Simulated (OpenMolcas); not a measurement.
Re5+ (d2) in a complex was computed by CASSCF with the d shell active (OpenMolcas, ANO-RCC-VTZP on the metal). Its lowest spin-free states, and all those of the highest spin:

```csv
2S+1,Degeneracy,E (cm-1)
3,2,0.0
1,1,2208
3,1,8153
3,1,9067
1,2,9247
1,1,11410
1,1,19758
1,1,21013
3,2,23717
1,1,28515
1,2,31976
1,1,50821
3,1,64134
3,2,80582
3,1,98498
```

Is the site octahedral, tetrahedral or cube-like, axial, or of lower symmetry?

The states with 2S+1 = 3 have orbital degeneracies 2, 1, 1, 2, 1, 2, 1. There are pairs but no triples, so the site is axial: not cubic, but with a proper or improper axis of order three or more. The run had Re5+ with 4 ligands (fluoride) in square-planar coordination (D4h) at 1.76 Å. Ligand basis ANO-RCC-VDZP.

An orbital doublet at a regular site is open to a Jahn-Teller distortion, which this geometry leaves out. Without dynamic correlation the repulsion within the d shell is too large (B by tens of per cent), so at a given field states of lower spin stand too high. The least metal-like active orbital is 67 % on the metal (Löwdin) and no ligand orbital is active, so the numbers are rough. With metal d orbitals alone the field can be off either way by tens of per cent. Ligand-to-metal charge-transfer states are missing. With no ligand orbital active B as a rule stays too high, so bands that hang on it stand too high and its fall with covalency is understated. No measured value stands beside these numbers; the geometry is a model, was not optimised and need not be the one that this ion takes.
